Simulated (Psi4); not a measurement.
## A ladder of methods for AlSbH3F (SMILES [F][AlH][SbH2])

The species is AlSbH3F (6 atoms), meant as a singlet with charge 0. SMILES: `[F][AlH][SbH2]`. The coordinates come from a PBE0-D4/def2-TZVP relaxation. This is one conformer, not always the lowest.

Each level gives the electronic atomisation energy (eV). The values are calculated. Electronic energies at fixed atoms, without zero-point motion or spin-orbit coupling.

```
                           level                    kind  program  value (eV)  CPU time (all runs)
    HF/def2-SVP (core potential)            Hartree–Fock     Psi4       11.47                 20 s
 SVWN5/def2-SVP (core potential)                     LDA     Psi4       18.88                 31 s
revPBE/def2-SVP (core potential)                     GGA     Psi4       15.88                 32 s
 M06-L/def2-SVP (core potential)                meta-GGA     Psi4       16.73                 66 s
r2SCAN/def2-SVP (core potential)                meta-GGA     Psi4       16.46                 76 s
 B3LYP/def2-SVP (core potential)           global hybrid     Psi4       16.37                 26 s
 HSE06/def2-SVP (core potential)  range-separated hybrid     Psi4       16.14                 77 s
   MP2/def2-SVP (core potential)     perturbation theory     Psi4       15.23                 16 s
```

The values span 11.47 to 18.88 eV. In the correlated wave-function rows the outer d shell of Sb is correlated, in sets not made for it. Times are those of the runs behind each value, whatever else they computed, on shared processors of several kinds: orders of magnitude only.
